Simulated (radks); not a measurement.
Dispersion coefficients C6 (hartree bohr^6) between ground-configuration atoms and ions, from the Casimir-Polder integral (3/pi) of alpha_A(iw) alpha_B(iw). Method: scalar-relativistic Kohn-Sham, exchange-only LDA, spin-polarised, spherical densities, finite nucleus; Fermi nuclear charge, rms radius of each element as measured or else 0.836 A^(1/3) + 0.57 fm; computed with a radial shooting solver on a logarithmic mesh with Libxc functionals. Response by self-consistent Sternheimer equations with the Hartree and adiabatic exchange-only LDA kernel, the relativistic mass of each level held fixed and spin-orbit coupling left out.

| C6 | Pd | Ag+ | Cd2+ | In3+ | Sn4+ | Sb5+ | Te6+ | I7+ | Xe8+ |
|---|---|---|---|---|---|---|---|---|---|
| Pd | 255.8 |  |  |  |  |  |  |  |  |
| Ag+ | 126.2 | 68.87 |  |  |  |  |  |  |  |
| Cd2+ | 77.90 | 44.88 | 30.22 |  |  |  |  |  |  |
| In3+ | 53.35 | 31.80 | 21.90 | 16.14 |  |  |  |  |  |
| Sn4+ | 38.94 | 23.76 | 16.64 | 12.42 | 9.652 |  |  |  |  |
| Sb5+ | 29.70 | 18.44 | 13.07 | 9.855 | 7.721 | 6.218 |  |  |  |
| Te6+ | 23.39 | 14.71 | 10.53 | 8.004 | 6.313 | 5.112 | 4.224 |  |  |
| I7+ | 18.88 | 12.00 | 8.658 | 6.622 | 5.252 | 4.273 | 3.545 | 2.986 |  |
| Xe8+ | 15.53 | 9.954 | 7.231 | 5.561 | 4.431 | 3.620 | 3.014 | 2.546 | 2.178 |

Static polarisabilities (bohr^3): Pd ([Kr] 4d10) 35.02, Ag+ ([Kr] 4d10) 11.39, Cd2+ ([Kr] 4d10) 5.877, In3+ ([Kr] 4d10) 3.625, Sn4+ ([Kr] 4d10) 2.471, Sb5+ ([Kr] 4d10) 1.796, Te6+ ([Kr] 4d10) 1.365, I7+ ([Kr] 4d10) 1.072, Xe8+ ([Kr] 4d10) 0.8627. The combination rule 2 Ca Cb / ((alpha_b/alpha_a) Ca + (alpha_a/alpha_b) Cb) gives 30.60 for Ag+-In3+, against 31.80 from the integral.
